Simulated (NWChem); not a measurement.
tert-butyl chloride (C₄H₉Cl); SMILES CC(C)(C)Cl

Program: NWChem. Pople sets run with spherical d functions. Coordinates come from a PBE0/def2-SVP optimisation.

Task: Order these by “highest occupied level (eV)”, lowest first: B3LYP/def2-SVP; B3LYP/STO-3G; B3LYP/def2-TZVP.

Result: B3LYP/def2-TZVP (-7.94), B3LYP/def2-SVP (-7.69), B3LYP/STO-3G (-5.87)
